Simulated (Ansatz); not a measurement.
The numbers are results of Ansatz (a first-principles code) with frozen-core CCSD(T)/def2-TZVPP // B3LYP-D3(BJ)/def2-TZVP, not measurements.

Ansatz 0.2 input:
```yaml
crystal:
  periodic: [false, false, false]
  atoms:
    - { symbol: N, position_ang: [-1.713408, -0.961403, 0.625637] }
    - { symbol: In, position_ang: [0.001027, -0.010102, 0.05066] }
    - { symbol: N, position_ang: [0.000923, 2.020221, -0.184118] }
    - { symbol: N, position_ang: [1.755107, -1.0462, -0.106532] }
    - { symbol: H, position_ang: [-1.794392, -1.933281, 0.357758] }
    - { symbol: H, position_ang: [-2.576141, -0.491341, 0.385021] }
    - { symbol: H, position_ang: [-0.718384, 2.519036, 0.322903] }
    - { symbol: H, position_ang: [0.885712, 2.480426, -0.014923] }
    - { symbol: H, position_ang: [2.466833, -0.615831, -0.682223] }
    - { symbol: H, position_ang: [1.67457, -2.018486, -0.373142] }
basis:
  gaussian: { orbitals: def2-TZVPP }
correlation:
  method: ccsd_t
```

Output:

```
Functional definition: HF
1526 factors; integrals over basis functions are off by at most 1.1e-3 eV
mean field evaluation 1: about -9684.2699 eV, gradient 5.9e1 eV
mean field evaluation 2: about -9684.3228 eV, gradient 5.9e1 eV
mean field evaluation 4: about -9691.0278 eV, gradient 3.2e0 eV
mean field evaluation 8: about -9691.0768 eV, gradient 2.3e-1 eV
mean field evaluation 16: about -9684.2698 eV, gradient 5.9e1 eV
mean field -9691.07706264 eV, -356.1405132042 hartree, gradient 2.1e-6 eV, S^2 0.000000; 0 other end points of the search recorded, 0 dependent functions left out
7 core orbitals not correlated
reference -9691.07706264 eV, -356.1405132042 hartree; 17, 17 occupied and 203, 203 virtual orbitals, 1526 factors
second order -25.81137971 eV of doubles, -0.00000000 eV of singles
cycle   1  -25.43775749 eV  change    3.7e-1 eV  update   1.2e-1
cycle   2  -26.01681038 eV  change   -5.8e-1 eV  update   3.4e-2
cycle   3  -26.15628477 eV  change   -1.4e-1 eV  update   2.0e-2
cycle   4  -26.14470896 eV  change    1.2e-2 eV  update   5.7e-3
cycle   5  -26.14143376 eV  change    3.3e-3 eV  update   2.9e-3
cycle   6  -26.14240504 eV  change   -9.7e-4 eV  update   1.0e-3
cycle   7  -26.14190072 eV  change    5.0e-4 eV  update   4.6e-4
cycle   8  -26.14180985 eV  change    9.1e-5 eV  update   1.6e-4
cycle   9  -26.14191174 eV  change   -1.0e-4 eV  update   7.2e-5
cycle  10  -26.14190531 eV  change    6.4e-6 eV  update   2.7e-5
perturbative correction -0.98286166 eV, -0.0361194997 hartree
Total energy: -9718.20182961 eV, -357.1373300045 hartree
```

Cost: about 4 core-minutes (a rough figure).
